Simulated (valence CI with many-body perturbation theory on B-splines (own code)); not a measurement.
**Forbidden lines of Sr¹⁶⁺**

Method: configuration interaction combined with many-body perturbation theory (CI+MBPT): four valence electrons over a frozen Dirac-Fock core [Ar], radial functions for each j: 9 s, 9 p, 10 d, 8 f, 5 g, 3 h, 1 i, with the one-electron correlation potential Σ1 (screened to all orders), the two-electron term Σ2, the three-electron term Σ3, Breit, model QED; selected single and double excitations, second order for the rest (own B-spline code, finite nucleus).

No measured spectrum was set against this ion. As an estimate, terms of the open shell hold to 2 to 4 % of their energy, and close levels can change places. Core correlation moves these levels by up to 8400 cm⁻¹, and in measured spectra 5 to 20 % of such shifts remained as error; rates that hang on mixing are uncertain with them. Only levels of the ground parity were solved; by the run's estimate the other parity begins above the list, which can be wrong where configurations are misplaced.

Lines 51 to 100 of 120 in falling wavelength, among levels below 40.401 eV, chosen from the decays that carry over 1 % of a level's rate. Wavelengths and rates use the calculated energies, so an error of 2000 cm⁻¹ moves a line at 2132 Å by 4.3 % and its rate by three times that or more. Weak lines are less certain than strong ones. Lines between different terms over intervals too small for the method are left out, as are lines whose strength nearly cancels. Branching is blank where the lifetime is uncertain.

Names give the largest LS component (configuration and term), which can be under half, so a name can repeat, a term be missing and a line seem to break the LS rules; names also repeat where a configuration has a term twice. Letters in brackets count levels of one name in rising energy.

```tsv
λ vac (Å)	Upper	Lower	Type	A (s⁻¹)	Branch %
2132	3d⁴ ³H_4	3d⁴ ⁵D_3	M1	1.45e+01	18.7
2007	3d⁴ ³H_5	3d⁴ ⁵D_4	M1	2.84e+00	18.9
1994	3d⁴ ¹S_0 [a]	3d⁴ ³P_1 [a]	M1	7.31e+02	99.9
1986	3d⁴ ³F_4 [b]	3d⁴ ¹G_4 [a]	M1	2.80e+01	
1961	3d⁴ ³P_0 [a]	3d⁴ ⁵D_1	M1	7.92e+02	100.0
1928	3d⁴ ³G_3	3d⁴ ⁵D_4	M1	1.52e+01	6.0
1895	3d⁴ ³D_1	3d⁴ ³P_0 [a]	M1	1.12e+02	22.0
1890	3d⁴ ¹F_3	3d⁴ ³F_3 [a]	M1	2.50e+01	
1863	3d⁴ ¹G_4 [a]	3d⁴ ³H_4	M1	2.07e+01	3.8
1840	3d⁴ ¹F_3	3d⁴ ³G_4	M1	4.90e+01	
1779	3d⁴ ¹F_3	3d⁴ ³P_2 [a]	M1	2.36e+01	
1750	3d⁴ ¹D_2 [a]	3d⁴ ³F_2 [a]	M1	7.42e+01	12.0
1747	3d⁴ ³P_2 [b]	3d⁴ ³D_2	M1	1.03e+02	21.7
1743	3d⁴ ³G_3	3d⁴ ⁵D_3	M1	1.56e+02	62.1
1696	3d⁴ ³F_4 [a]	3d⁴ ⁵D_4	M1	2.21e+02	61.2
1684	3d⁴ ¹D_2 [a]	3d⁴ ³G_3	M1	1.65e+02	26.7
1677	3d⁴ ³F_2 [a]	3d⁴ ⁵D_3	M1	1.21e+01	4.9
1658	3d⁴ ³P_2 [b]	3d⁴ ³D_3	M1	1.41e+01	3.0
1653	3d⁴ ³P_1 [a]	3d⁴ ⁵D_2	M1	5.55e+02	88.8
1632	3d⁴ ³F_2 [b]	3d⁴ ³D_1	M1	1.00e+02	14.8
1617	3d⁴ ¹D_2 [a]	3d⁴ ³P_1 [a]	M1	5.75e+01	9.3
1594	3d⁴ ¹F_3	3d⁴ ³F_4 [a]	M1	2.18e+01	
1589	3d⁴ ³G_3	3d⁴ ⁵D_2	M1	7.19e+01	28.6
1551	3d⁴ ³F_4 [a]	3d⁴ ⁵D_3	M1	6.03e+01	16.7
1545	3d⁴ ³F_4 [b]	3d⁴ ³D_3	M1	1.35e+02	
1541	3d⁴ ³F_2 [b]	3d⁴ ³D_2	M1	1.14e+02	16.8
1534	3d⁴ ³F_2 [a]	3d⁴ ⁵D_2	M1	1.35e+02	55.1
1484	3d⁴ ³G_4	3d⁴ ⁵D_4	M1	5.79e+01	51.6
1472	3d⁴ ³F_2 [b]	3d⁴ ³D_3	M1	2.61e+01	3.9
1454	3d⁴ ³F_3 [a]	3d⁴ ⁵D_4	M1	2.16e+01	8.5
1433	3d⁴ ³P_1 [a]	3d⁴ ⁵D_0	M1	1.42e+01	2.3
1432	3d⁴ ¹F_3	3d⁴ ³G_3	M1	5.40e+01	
1419	3d⁴ ³F_2 [a]	3d⁴ ⁵D_1	M1	9.74e+01	39.8
1412	3d⁴ ³F_4 [b]	3d⁴ ³G_5	M1	6.96e+01	
1409	3d⁴ ³P_2 [a]	3d⁴ ⁵D_3	M1	2.09e+02	76.3
1372	3d⁴ ³G_4	3d⁴ ⁵D_3	M1	2.92e+01	26.0
1346	3d⁴ ³F_3 [a]	3d⁴ ⁵D_3	M1	9.91e+01	39.2
1340	3d⁴ ³G_5	3d⁴ ⁵D_4	M1	6.98e+00	6.0
1306	3d⁴ ³P_2 [a]	3d⁴ ⁵D_2	M1	3.99e+00	1.5
1305	3d⁴ ³F_4 [b]	3d⁴ ³F_3 [a]	M1	5.05e+01	
1252	3d⁴ ³F_3 [a]	3d⁴ ⁵D_2	M1	4.75e+01	18.8
1252	3d⁴ ³F_2 [b]	3d⁴ ³F_3 [a]	M1	2.62e+02	38.8
1245	3d⁴ ¹F_3	3d⁴ ³H_4	M1	3.58e+01	
1239	3d⁴ ³D_3	3d⁴ ⁵D_4	M1	1.77e+02	53.2
1222	3d⁴ ³P_2 [a]	3d⁴ ⁵D_1	M1	4.33e+00	1.6
1202	3d⁴ ³F_2 [b]	3d⁴ ³P_2 [a]	M1	1.38e+01	2.0
1160	3d⁴ ³D_3	3d⁴ ⁵D_3	M1	4.28e+01	12.8
1156	3d⁴ ³F_4 [b]	3d⁴ ³F_4 [a]	M1	1.32e+02	
1122	3d⁴ ³P_2 [b]	3d⁴ ³G_3	M1	1.65e+01	3.5
1120	3d⁴ ³D_2	3d⁴ ⁵D_3	M1	2.56e+02	56.5
```
